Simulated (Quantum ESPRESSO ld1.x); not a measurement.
Results of a calculation; reference values are marked as such.
Hg4+, configuration [Xe] 4f14 5d8. Level of theory: scalar-relativistic Kohn-Sham, LDA (Slater exchange, Perdew-Zunger correlation), spin-polarised, spherical densities, point nucleus; open shells are filled with parallel spins first (ld1.x of Quantum ESPRESSO 7.5).

Normalised radial functions P(r) = r R(r), r in bohr:

r           5d up  6p down
0.001789   0.0000   0.0027
0.0028     0.0002   0.0056
0.004383   0.0005   0.0115
0.006915   0.0017   0.0234
0.01082    0.0054   0.0445
0.01694    0.0168   0.0772
0.02652    0.0478   0.1131
0.0415     0.1193   0.1171
0.06548    0.2420   0.0292
0.1025     0.3282  -0.1302
0.1604     0.1566  -0.1369
0.2511    -0.3086   0.1438
0.393     -0.4387   0.1977
0.62       0.2446  -0.2599
0.9704     0.9191  -0.3048
1.519      0.8152   0.3718
2.377      0.3176   0.7516
3.721      0.0435   0.3698
5.871      0.0011   0.0431

5d up: eigenvalue -58.112 eV, 2 radial nodes at r = 0.189, 0.546 bohr, <r> = 1.34 bohr, 90 % of the charge inside 2.00 bohr. 6p down (empty): eigenvalue -34.145 eV, 4 radial nodes at r = 0.0714, 0.205, 0.490, 1.22 bohr, <r> = 2.51 bohr, 90 % of the charge inside 3.56 bohr.
